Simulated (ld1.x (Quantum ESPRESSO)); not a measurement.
Al (Z = 13): excitation energies, all-electron against TM semilocal

```json
{
  "Element": "aluminium (Al)",
  "Generator": "ld1.x (Quantum ESPRESSO) 7.5",
  "Type": "norm-conserving Troullier–Martins (semilocal form)",
  "Functional": "LDA (PZ)",
  "Relativity": "scalar-relativistic",
  "Frozen core": "[Ne]",
  "Valence charge": "3",
  "Reference configuration": "3s2 3p1",
  "Partial waves": "3p (bound): rc 2.35 bohr; 3s (bound): rc 1.48 bohr",
  "Local potential": "the s channel",
  "Core correction": "a·sin(br)/r model core inside 0.80 bohr"
}
```

Energies are relative to the spin-unpolarised reference configuration 3s2 3p1; without spin polarisation the order of configurations can differ from experiment. Spin-polarised rows fill each open shell by Hund’s rule, majority spin first.

```
   valence configuration  charge  ΔE all-electron (eV)  error AE − PS (meV)
                 3s2 3p0      +1                 5.847                 +2.4
                 3s1 3p0      +2                25.224                  +15
                 3s1 3p2       0                 5.155                 -3.7
               3s2 3p1.3    -0.3                -0.598                 +0.1
                 3s1 3p1      +1                11.666                 +0.5
3s2 3p1 (spin-polarised)       0                -0.136                 +0.9
3s1 3p0 (spin-polarised)      +2                24.797                 +7.6
```

(1) What are ΔE and the potential's error for 3s0 3p3?

(2) What are ΔE and the potential's error for 3s2 3p0.5?

Answers

(1) ΔE = 10.505 eV all-electron; the error (AE − PS) is -18 meV.

(2) ΔE = 2.125 eV all-electron; the error (AE − PS) is +0.3 meV.
